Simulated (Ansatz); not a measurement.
```yaml
crystal:
  periodic: [false, false, false]
  atoms:
    - {symbol: C, position_ang: [0.195947, 1.086507, 0.908809]}
    - {symbol: O, position_ang: [-0.331221, -0.219485, 0.770310]}
    - {symbol: Ge, position_ang: [-0.133761, -1.125836, -0.708046]}
    - {symbol: F, position_ang: [-1.270196, -2.404053, -0.565318]}
    - {symbol: Cl, position_ang: [-0.705156, 0.071165, -2.378199]}
    - {symbol: H, position_ang: [1.291067, 1.092688, 0.862348]}
    - {symbol: H, position_ang: [-0.194387, 1.764593, 0.143372]}
    - {symbol: H, position_ang: [-0.108828, 1.454493, 1.889325]}
    - {symbol: H, position_ang: [1.256534, -1.720071, -0.922601]}
basis:
  gaussian: {orbitals: cc-pVDZ}
total_charge: -3
magnetization: {spin_polarized: true, initial_magnetization: 1}
hamiltonian: {xc: {name: PBEsol}, dispersion: d3bjatm}
accuracy: high
output: {forces: true}
```

```sh
$ ansatz run in.yaml --threads 4 --pin off --events-out ev --progress --plain --max-ram 10444MiB
```

Shortened log:

```
Functional definition: PBEsol
2483 factors; integrals over basis functions are off by at most 4.6e-9 eV
mean field evaluation 1: about -74744.7112 eV, gradient 9.2e1 eV
mean field evaluation 2: about -74470.7505 eV, gradient 2.0e2 eV
mean field evaluation 4: about -74770.4705 eV, gradient 5.1e1 eV
mean field evaluation 8: about -74787.6022 eV, gradient 9.3e0 eV
mean field evaluation 16: about -74788.6261 eV, gradient 1.1e-1 eV
mean field evaluation 32: about -74788.6263 eV, gradient 4.4e-5 eV
mean field -74788.62631681 eV, -2748.4313235910 hartree, gradient 4.3e-8 eV, S^2 0.925430; 10 other end points of the search recorded, 0 dependent functions left out
reference -74788.62632031 eV, -2748.4313237196 hartree; 40, 39 occupied and 67, 68 virtual orbitals, 2483 factors
Total energy: -74788.70394561 eV, -2748.4341763971 hartree
Atom 0 at     0.195947     1.086507     0.908809 Å, force    -0.719085    -2.095909    -0.077802 eV/Å
Atom 1 at    -0.331221    -0.219485     0.770310 Å, force    -0.277933     1.274118     3.428153 eV/Å
Atom 2 at    -0.133761    -1.125836    -0.708046 Å, force     1.544284    -0.179068    -0.048138 eV/Å
Atom 3 at    -1.270196    -2.404053    -0.565318 Å, force    -4.510122    -5.505955     1.417812 eV/Å
Atom 4 at    -0.705156     0.071165    -2.378199 Å, force    -1.954434     4.528664    -6.386064 eV/Å
Atom 5 at     1.291067     1.092688     0.862348 Å, force     2.160379     0.470931     0.057554 eV/Å
Atom 6 at    -0.194387     1.764593     0.143372 Å, force    -0.418803     1.422397    -1.085858 eV/Å
Atom 7 at    -0.108828     1.454493     1.889325 Å, force    -0.468689     1.636038     2.460690 eV/Å
Atom 8 at     1.256534    -1.720071    -0.922601 Å, force     4.644402    -1.551216     0.233654 eV/Å
Dipole moment:    -0.903735    -1.486748    -1.337026 e Å
```

Question: What is wrong with this run?

Answer: The charge is far from anything that the molecule holds. Self-consistency was reached. The result belongs to that input, not to the molecule as meant.
